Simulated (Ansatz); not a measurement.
`Cc1cccc2cc3ccccc3cc12`, relaxed as a singlet with RKS PBE-D4/def2-SVP in Ansatz, starting from the GFN2-xTB geometry. Force threshold 0.03 eV/Å.

Start:

```xyz
27

C    -2.957    1.580   -0.418
C    -1.509    1.732   -0.776
C    -1.088    2.806   -1.506
C     0.266    2.978   -1.860
C     1.197    2.066   -1.474
C     0.819    0.929   -0.715
C     1.760   -0.016   -0.314
C     1.403   -1.134    0.432
C     2.353   -2.103    0.845
C     1.971   -3.187    1.573
C     0.617   -3.365    1.932
C    -0.323   -2.456    1.555
C     0.033   -1.313    0.793
C    -0.909   -0.368    0.392
C    -0.556    0.753   -0.355
H    -3.358    0.651   -0.821
H    -3.536    2.407   -0.821
H    -3.086    1.565    0.664
H    -1.804    3.550   -1.827
H     0.550    3.843   -2.440
H     2.238    2.188   -1.736
H     2.796    0.123   -0.590
H     3.387   -1.959    0.565
H     2.698   -3.923    1.885
H     0.338   -4.234    2.511
H    -1.360   -2.588    1.829
H    -1.939   -0.526    0.678
```

| step | energy (eV) | largest force component (eV/Å) | SCF passes |
| --- | --- | --- | --- |
| 1 | -15720.5251 | 0.738 | 24 |
| 2 | -15720.7276 | 0.263 | 22 |
| 3 | -15720.7446 | 0.040 | 23 |
| 4 | -15720.7447 | 0.016 | 24 |

Force components are those of the run's own axes.

End:

```tsv
atom	x (Å)	y (Å)	z (Å)
C1	-2.9833	1.5932	-0.4200
C2	-1.5310	1.7521	-0.7841
C3	-1.0993	2.8412	-1.5257
C4	0.2709	3.0168	-1.8832
C5	1.2171	2.0915	-1.4956
C6	0.8367	0.9440	-0.7273
C7	1.7844	-0.0145	-0.3197
C8	1.4242	-1.1467	0.4351
C9	2.3808	-2.1276	0.8546
C10	1.9910	-3.2263	1.5955
C11	0.6198	-3.4053	1.9562
C12	-0.3315	-2.4809	1.5698
C13	0.0317	-1.3274	0.8018
C14	-0.9170	-0.3685	0.3929
C15	-0.5600	0.7658	-0.3624
H16	-3.4055	0.6472	-0.8208
H17	-3.5882	2.4293	-0.8195
H18	-3.1295	1.5642	0.6807
H19	-1.8355	3.5946	-1.8482
H20	0.5647	3.8985	-2.4731
H21	2.2767	2.2169	-1.7677
H22	2.8405	0.1279	-0.6003
H23	3.4365	-1.9852	0.5746
H24	2.7356	-3.9728	1.9115
H25	0.3261	-4.2864	2.5469
H26	-1.3891	-2.6162	1.8466
H27	-1.9667	-0.5252	0.6815
```

By distances, no bond broke or formed. The bond that changes most is C8–C13, from 1.43 to 1.45 Å (atoms count from 1).

No frequencies were taken in this run, so the end may be a saddle point.

It took 52 s on 4 threads of Intel Xeon on a shared host.
